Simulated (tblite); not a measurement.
Species: methylsilyliodide, CH₅ISi.
SMILES: `[SiH2](I)C`

Calculated harmonic vibrations of the isolated species, GFN2-xTB (tblite), most abundant isotopes, no scaling. This tight-binding method is rough: wavenumbers can miss measured ones by several per cent, in bad cases by 10 to 20. Modes of hydrogen on silicon can be 10 to 20 % off.

Harmonic wavenumbers (cm⁻¹): 127.3, 147.5, 387.8, 451.6, 585.0, 690.8, 766.3, 782.7, 832.5, 838.8, 1376.4, 1477.1, 1478.5, 2319.9, 2331.0, 3027.7, 3031.8, 3037.5.

A = 14022, B = 1885, C = 1712 MHz; mass 171.921 u (most abundant isotopes); point group Cs, symmetry number 1.

Q: What is the zero-point energy?

A: ½Σν̃ = 11845 cm⁻¹ = 141.70 kJ/mol.

Q: What is S at 400 K and 1 bar for an ideal gas of classical rigid rotors and harmonic oscillators?

A: Translation 179.16, rotation 113.98, vibration 54.47: S = 347.6 J/(mol K).

Q: And Cp and H(400 K) − H(0)?

A: Cp = 95.65 J/(mol K), of which vibrations give 62.39 (their classical limit is 18 R = 149.7); H(400 K) − H(0) = 25.59 kJ/mol without the zero-point energy, 12.29 from vibrations.

Q: Blend soft modes into free rotors: weight 1/[1 + (100 cm⁻¹/ν̃)⁴] for the oscillator and the rest for a rotor with moment μB/(μ + B), μ = h/(8π²ν), B = 10⁻⁴⁴ kg m². What vibrational entropy results?

A: 53.36 J/(mol K) in place of 54.47, which changes −T·S at 400 K by +0.44 kJ/mol.

Q: How do the functions run with temperature in this model?

A: 
```json
{"T (K)": "50", "S (J/(mol K))": "225.6", "Cp (J/(mol K))": "38.5", "H − H(0) (kJ/mol)": "1.73", "G − H(0) (kJ/mol)": "-9.55", "ln q(vib)": "0.04"}
{"T (K)": "100", "S (J/(mol K))": "255.2", "Cp (J/(mol K))": "47.1", "H − H(0) (kJ/mol)": "3.88", "G − H(0) (kJ/mol)": "-21.63", "ln q(vib)": "0.31"}
{"T (K)": "298.15", "S (J/(mol K))": "321.6", "Cp (J/(mol K))": "81.2", "H − H(0) (kJ/mol)": "16.56", "G − H(0) (kJ/mol)": "-79.34", "ln q(vib)": "1.93"}
{"T (K)": "373.15", "S (J/(mol K))": "341.1", "Cp (J/(mol K))": "92.2", "H − H(0) (kJ/mol)": "23.07", "G − H(0) (kJ/mol)": "-104.20", "ln q(vib)": "2.61"}
{"T (K)": "500", "S (J/(mol K))": "370.2", "Cp (J/(mol K))": "106.9", "H − H(0) (kJ/mol)": "35.74", "G − H(0) (kJ/mol)": "-149.36", "ln q(vib)": "3.78"}
{"T (K)": "750", "S (J/(mol K))": "417.8", "Cp (J/(mol K))": "127.7", "H − H(0) (kJ/mol)": "65.24", "G − H(0) (kJ/mol)": "-248.08", "ln q(vib)": "6.01"}
{"T (K)": "1000", "S (J/(mol K))": "456.6", "Cp (J/(mol K))": "142.1", "H − H(0) (kJ/mol)": "99.07", "G − H(0) (kJ/mol)": "-357.52", "ln q(vib)": "8.08"}
```

q(vib) and H(0) count from the zero-point level.

Hindered rotation and anharmonicity are outside this model.

Hardware: an Arm Neoverse V1 with one thread, shared host with 32 logical CPUs at a one-minute load of 9.9. Cost: 0.12 s of wall time. The figure is for the frequency step alone.
